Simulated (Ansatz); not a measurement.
Reaction (SMILES): [Si]Cl (Si-Cl) → Cl atom + Si atom
B3LYP-D3(BJ)/def2-TZVP geometries, fixed; electronic energies without zero-point terms.

Basis-set convergence of the atomisation energy at PBE with Ansatz (a program for electronic structure). Cartesian d functions, on some or all atoms, in 6-31+G*, 6-311+G**; all else is spherical. The program fits the integrals of some runs and decomposes those of others, by size. Open shells are unrestricted. No added dispersion term, no relativity. Functions are those of the species that has most. Reference: the value in aug-cc-pV(5+d)Z, 106.21 kcal/mol, itself unsure by roughly 0.04 kcal/mol (its mean distance from pcseg-4, aug-pcseg-3, aug-cc-pV(Q+d)Z). Deviations are taken from unrounded values.

| basis | functions | atomisation energy (kcal/mol) | minus reference (kcal/mol) |
|---|---|---|---|
| STO-3G | 18 | 137.34 | 31.13 |
| 3-21G | 26 | 87.26 | -18.95 |
| 6-31G | 26 | 84.37 | -21.84 |
| 6-31+G* | 46 | 101.29 | -4.93 |
| def2-SVPD | 51 | 104.15 | -2.06 |
| aug-pcseg-1 | 54 | 102.99 | -3.23 |
| 6-311+G** | 62 | 101.13 | -5.09 |
| aug-cc-pV(D+d)Z | 64 | 104.47 | -1.74 |
| def2-TZVP | 74 | 106.16 | -0.05 |
| cc-pV(T+d)Z | 78 | 106.14 | -0.08 |
| def2-TZVPD | 89 | 106.18 | -0.04 |
| jun-cc-pV(T+d)Z | 96 | 106.02 | -0.20 |
| aug-cc-pV(T+d)Z | 110 | 106.07 | -0.15 |
| cc-pV(Q+d)Z | 128 | 106.18 | -0.04 |
| def2-QZVPPD | 155 | 106.11 | -0.10 |
| aug-cc-pV(Q+d)Z | 178 | 106.21 | -0.01 |
| aug-pcseg-3 | 178 | 106.14 | -0.07 |
| cc-pV(5+d)Z | 200 | 106.20 | -0.02 |
